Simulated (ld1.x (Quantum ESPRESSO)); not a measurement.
## Reading a pseudo-wave (Li)

Columns: radius, all-electron u(r) and pseudo u(r) of the 2p shell (level -1.09 eV) of lithium in the configuration 1s2 2s1 2p0; PBE, non-relativistic, TM scheme, ld1.x (Quantum ESPRESSO) 7.5.

```csv
r (bohr),all-electron,pseudo
0.210,0.0155,0.0063
0.420,0.0482,0.0245
0.630,0.0870,0.0535
0.840,0.1272,0.0910
1.050,0.1667,0.1341
1.260,0.2042,0.1800
1.470,0.2389,0.2254
1.680,0.2705,0.2680
1.890,0.2998,0.3058
2.100,0.3274,0.3378
2.310,0.3522,0.3638
2.520,0.3738,0.3843
2.730,0.3920,0.4000
2.940,0.4067,0.4120
3.150,0.4181,0.4209
3.360,0.4261,0.4273
3.570,0.4310,0.4314
3.780,0.4331,0.4332
3.990,0.4326,0.4326
4.200,0.4297,0.4297
4.410,0.4248,0.4248
4.620,0.4183,0.4183
4.830,0.4104,0.4104
5.040,0.4013,0.4013
5.250,0.3914,0.3914
5.460,0.3808,0.3808
```

Question: How many radial nodes do the two functions have?

Answer: The all-electron 2p function has n − l − 1 = 0; the pseudo-wave has 0.

Question: At about which radius was the pseudo-wave matched?

Answer: 4.20 bohr. The columns agree to 0.0005 from 3.57 bohr on; several derivatives are matched, so the curves merge somewhat inside the radius.

Question: Is the pseudo-wave norm-conserving?

Answer: Yes: the TM scheme keeps the norm inside the radius equal to the all-electron one, which fixes the energy derivative of the logarithmic derivative at the level.
